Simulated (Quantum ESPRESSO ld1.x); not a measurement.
The numbers below are computed, except where a source is named.
Q: Radial electron density D(r) = 4 pi r^2 rho(r) of an atom or ion with 24 electrons. Level of theory: non-relativistic Kohn-Sham, LDA (Slater exchange, Perdew-Wang correlation), spin-polarised, spherical densities, point nucleus (ld1.x of Quantum ESPRESSO 7.5).

```
   r/bohr * D(r) (the largest magnitude, 34.4, reaches the edge; | marks zero)
 0.003273 | *
  0.00375 |  *
 0.004296 |   *
 0.004883 |   *
 0.005594 |     *
 0.006358 |      *
 0.007284 |        *
 0.008345 |          *
 0.009484 |            *
  0.01087 |               *
  0.01235 |                  *
  0.01415 |                      *
  0.01621 |                          *
  0.01842 |                              *
  0.02111 |                                   *
  0.02399 |                                       *
  0.02749 |                                           *
  0.03149 |                                              *
  0.03579 |                                                *
    0.041 |                                                 *
   0.0466 |                                                *
  0.05339 |                                              *
  0.06117 |                                            *
  0.06952 |                                         *
  0.07965 |                                       *
  0.09053 |                                      *
   0.1037 |                                       *
   0.1188 |                                          *
   0.1351 |                                              *
   0.1547 |                                                   *
   0.1773 |                                                      *
   0.2015 |                                                      *
   0.2308 |                                                  *
   0.2623 |                                           *
   0.3006 |                                   *
   0.3443 |                           *
   0.3914 |                      *
   0.4484 |                    *
   0.5096 |                     *
   0.5839 |                        *
   0.6689 |                          *
   0.7603 |                         *
    0.871 |                      *
     0.99 |                  *
    1.134 |             *
    1.299 |        *
    1.477 |     *
    1.692 |   *
    1.923 | *
    2.203 |*
    2.524 |*
    2.869 *
    3.287 *
    3.736 *
     4.28 *
    4.903 *
    5.573 *
```

What is the nuclear charge?

A: Z = 26. The innermost maximum, from 1s, lies near 1/Z = 0.0385 bohr (found: 0.0417), and its height grows with Z. The density is that of the iron ion Fe2+ in [Ar] 3d6; the configuration itself is not fixed sharply by these data, and Z only to about a unit. D(r) has 3 maxima, at r = 0.0417, 0.189, 0.696 bohr, and minima at 0.0905, 0.445 bohr, inside which lie 2.13, 10.69 electrons.
